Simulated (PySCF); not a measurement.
C₆ coefficients of unlike pairs at PBE0

Calculated with PySCF 2.14 from the dipole response of each species, C₆(A,B) = (3/π) ∫ α_A(iu) α_B(iu) du, in atomic units, from isotropic polarisabilities. For ions this is the dispersion term alone; charge-induced terms of lower order in 1/R come first.

```json
{"species": "B", "configuration": "[He] 2s2 2p1 (2P)", "basis": "aug-cc-pVTZ (5s4p3d2f)", "relativity": "none", "α (bohr³)": "22.50", "C₆ (like pair)": "109.9"}
{"species": "Ne³⁺", "configuration": "[He] 2s2 2p3 (4S)", "basis": "aug-cc-pVQZ with one added diffuse shell each of s, p, d, f, g type (7s6p5d4f3g)", "relativity": "none", "α (bohr³)": "0.6922", "C₆ (like pair)": "0.6086"}
{"species": "Zr²⁺", "configuration": "[Kr] 4d2 (3F)", "basis": "dyall-av2z (22s15p11d2f)", "relativity": "none", "α (bohr³)": "11.27", "C₆ (like pair)": "55.73"}
{"species": "Ni⁺", "configuration": "[Ar] 3d9 (2D)", "basis": "aug-cc-pVDZ-DK (7s6p4d2f)", "relativity": "spin-free X2C", "α (bohr³)": "7.662", "C₆ (like pair)": "24.39"}
```

Problem. Estimate C₆ for Ne³⁺ with B.

Solution. The integral gives 5.862. The combination rule 2 C_A C_B / (C_A α_B/α_A + C_B α_A/α_B) gives 5.775 and the geometric mean 8.178.

No spin-orbit coupling is included.

The other pairs:

```json
{"pair": "Ni⁺, B", "C₆": "47.40"}
{"pair": "Ni⁺, Ne³⁺", "C₆": "3.601"}
{"pair": "Ni⁺, Zr²⁺", "C₆": "36.73"}
{"pair": "Zr²⁺, B", "C₆": "72.36"}
{"pair": "Zr²⁺, Ne³⁺", "C₆": "5.324"}
```
